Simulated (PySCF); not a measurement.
Compound: CH₅FGeSe.
Atom-mapped SMILES: `[F:1][CH2:2][GeH2:3][SeH:4]` (hydrogens: H5, H6 on C2; H7, H8 on Ge3; H9 on Se4)

Computed with PBE0-D3(BJ)/def2-SVP geometry optimisation, gas phase in PySCF 2.14.0.

Q: Give the optimised bond lengths and angles.

A: 
```
          bond  length (Å)   order
         F1–C2       1.378  single
        C2–Ge3       1.971  single
       Ge3–Se4       2.351  single
  C2–H5, C2–H6       1.103  single
Ge3–H7, Ge3–H8       1.539  single
        Se4–H9       1.473  single
```

Bonds in one row agree within 0.01 Å and their mean is given. Orders are formal, as drawn. A selection of angles:
```
     angle  degrees
 F1–C2–Ge3    108.6
  F1–C2–H5    109.3
 Ge3–C2–H5    110.3
 Ge3–C2–H6    110.6
  H5–C2–H6    108.7
C2–Ge3–Se4    107.5
 C2–Ge3–H7    109.3
 C2–Ge3–H8    111.4
Se4–Ge3–H7    110.8
Se4–Ge3–H8    106.9
 H7–Ge3–H8    110.8
Ge3–Se4–H9     90.7
```

Dihedral angles: F1–C2–Ge3–Se4 -60° (synclinal); H9–Se4–Ge3–C2 41° (synclinal). The mirror-image conformer, all signs reversed, is as good.

Se4 (selenium bonded to Ge and H) is bent (angle 90.7°). Ge3 (germanium bonded to C, Se and 2 H) is tetrahedral (angles from 106.9° to 111.4°).

Point group: C1 (no symmetry element, even within 0.4 Å). Whether it is a minimum is left open (no frequencies). The numbers are those of one conformer (F1–C2–Ge3–Se4 -60°, C2–Ge3–Se4–H 41°).

On an Arm Neoverse V1 with one thread, shared host with 32 logical CPUs at a one-minute load of 21, this took 41 s and 0.48 GiB of memory at its peak. This is the geometry optimisation.
